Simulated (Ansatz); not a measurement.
Consider the substitution at a C–Si bond: `CC[Si]Br` + `SCc1ccccc1` → `CCSCc1ccccc1` + `[SiH]Br`.

Gas-phase electronic energies from Ansatz, PBE0-D4/def2-TZVP geometries. CCSD(T)/CBS adds triple-zeta CCSD(T) − MP2 to the extrapolated MP2 energy (def2 sets, frozen cores). DFT in def2-TZVPP. For Br outer-core shells are correlated without core-valence functions, which leaves a few kJ/mol of doubt a bond. Scalar relativity is left out up to krypton. Each species was taken in one conformer, which may not be the lowest.

```json
{"species": "`CC[Si]Br`", "BLYP-D4 energy (Eh)": "-2942.90998"}
{"species": "`SCc1ccccc1`", "BLYP-D4 energy (Eh)": "-669.77046"}
{"species": "`CCSCc1ccccc1`", "BLYP-D4 energy (Eh)": "-748.38847"}
{"species": "`[SiH]Br`", "BLYP-D4 energy (Eh)": "-2864.27752"}
```

Problem. Work out ΔE.

Solution. ΔE = (-748.38847) + (-2864.27752) − (-2942.90998) − (-669.77046) = 0.01445 Eh = +9.1 kcal/mol. CCSD(T)/CBS gives +9.6 kcal/mol.

Largest T1 diagnostic among the species: 0.011.

The D4 term adds −1.9 kcal/mol with B3LYP and −1.3 kcal/mol with PBE0; it sums over pairs of atoms, weighted by their polarisabilities, and B3LYP, whose exchange is more repulsive, gets the larger term. In def2-TZVPP, CCSD(T) changes the Hartree–Fock value by −1.1 kcal/mol (the triples alone add −0.3 kcal/mol) and MP2 by −1.2 kcal/mol.

B3LYP here is the variant with VWN-RPA as its local correlation; programs differ in this.
